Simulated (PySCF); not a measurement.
[NbO3]-, singlet: data card

Computed with PBE0/[Nb def2-TZVPD with ECP28, O def2-TZVPD], scalar-relativistic core potentials, density fitting, no spin–orbit coupling, PySCF.

The structure is a minimum.

```json
{
 "Point group": "C3v",
 "Bond lengths": "Nb–O 1.780 Å (×3)",
 "Bond angles": "O–Nb–O 116.5° (×3)",
 "Lowest empty level": "1.56 eV",
 "Heat capacity Cp at 298.15 K": "61.9 J/(mol K)",
 "Principal quadrupole moments (Buckingham, traceless) about the centre of mass": "-10.66, -10.66, 21.31 D Å",
 "Entropy at 298.15 K and 1 bar": "293.2 J/(mol K)",
 "Rotational symmetry number": "3",
 "Enthalpy at 298.15 K above 0 K": "14.40 kJ/mol",
 "Rotational constants": "0.2193, 0.2193, 0.115 cm⁻¹",
 "Zero-point energy": "20.2 kJ/mol",
 "Principal polarisabilities": "43.1, 66.6, 66.6 bohr³",
 "Dipole moment about the centre of mass": "3.91 D",
 "Highest occupied level": "-2.45 eV"
}
```

Harmonic modes (masses in u: Nb 92.906, O 15.995):
```json
{"symmetry": "a1", "ω (cm⁻¹)": "128", "IR (km/mol, summed over degenerate members)": "146", "type": "bend"}
{"symmetry": "e", "ω (cm⁻¹)": "295", "IR (km/mol, summed over degenerate members)": "2.4", "type": "bend"}
{"symmetry": "e", "ω (cm⁻¹)": "871", "IR (km/mol, summed over degenerate members)": "992", "type": "stretch"}
{"symmetry": "a1", "ω (cm⁻¹)": "915", "IR (km/mol, summed over degenerate members)": "6.9", "type": "stretch"}
```

In C3v the vibrations span 2a1 + 2e.

Charges (e); Mulliken and Löwdin values are unreliable with diffuse functions:
| atom | Mulliken | Löwdin | polar tensor | Mayer order to Nb1 |
| --- | --- | --- | --- | --- |
| Nb1 | 1.98 | 1.34 | 2.43 | – |
| O2,3,4 | -0.99 | -0.78 | -1.14 | 1.41 |

Mulliken populations on Nb1 (electrons outside its core potential): s 2.05, p 6.03, d 2.82, f 0.12.

Outer orbital energies (eV). occupied: -5.05, -4.32, -4.30, -4.30, -2.95, -2.46, -2.45, -2.45; empty: 1.56, 4.06, 4.15, 4.15.

Formally Nb is in oxidation state +5, d0. A d0 centre has no lone pair, yet it is C3v rather than trigonal planar: covalent bonding through the d orbitals favours lower symmetry. The polar-tensor charge on Nb, 2.43, is far below the formal one.

Only a few start shapes were tried, so a lower isomer may exist. The lowest empty level of this anion is unbound, so it and the gap depend on the basis.

The final relaxation and frequency run took 30 s on 4 threads of a shared Intel Xeon 6975P-C (Granite Rapids) host, with 160 basis functions and 9 gradients; the process peaked at 1.6 GiB.
